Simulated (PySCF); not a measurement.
Species: C2H9FGeSi.
SMILES with atom numbers: `[CH3:1][SiH2:2][C@H:3]([F:4])[GeH3:5]` (hydrogens: H6, H7, H8 on C1; H9, H10 on Si2; H11 on C3; H12, H13, H14 on Ge5)

Computed, not measured: PBE0-D3(BJ)/def2-SVP geometry optimisation, gas phase in PySCF.

Q: What internal coordinates does the optimisation give?

A: 
| bond | length (Å) |
| --- | --- |
| C1–Si2 | 1.879 |
| Si2–C3 | 1.902 |
| C3–F4 | 1.397 |
| C3–Ge5 | 1.975 |
| C1–H6, C1–H7, C1–H8 | 1.101 |
| Si2–H9 | 1.495 |
| Si2–H10 | 1.495 |
| C3–H11 | 1.106 |
| Ge5–H12, Ge5–H13, Ge5–H14 | 1.539 |

Bonds in one row agree within 0.01 Å and their mean is given. A selection of angles:
| angle | degrees |
| --- | --- |
| Si2–C1–H6 | 110.4 |
| Si2–C1–H7 | 111.1 |
| H6–C1–H7 | 107.8 |
| C1–Si2–C3 | 110.0 |
| C1–Si2–H9 | 110.9 |
| C1–Si2–H10 | 110.8 |
| C3–Si2–H9 | 108.3 |
| C3–Si2–H10 | 108.3 |
| H9–Si2–H10 | 108.5 |
| Si2–C3–F4 | 108.9 |
| Si2–C3–Ge5 | 115.2 |
| Si2–C3–H11 | 109.5 |
| F4–C3–Ge5 | 107.1 |
| F4–C3–H11 | 108.1 |
| Ge5–C3–H11 | 107.9 |
| C3–Ge5–H12 | 109.0 |
| H12–Ge5–H13 | 109.7 |

Torsions: C1–Si2–C3–F4 -175° (antiperiplanar).

Si2 (SiH2 silicon) is tetrahedral (angles from 108.3° to 110.9°). Ge5 (germanium bonded to C and 3 H) is tetrahedral (angles from 109.0° to 109.9°). The 2 C–Si bonds span 1.879 Å (C1–Si2, drawn single) to 1.902 Å (Si2–C3, drawn single), a spread of 0.023 Å.

Point group: C1 (no symmetry element, even within 0.4 Å). Stationary, but not proved a minimum. One conformer, not necessarily the lowest.
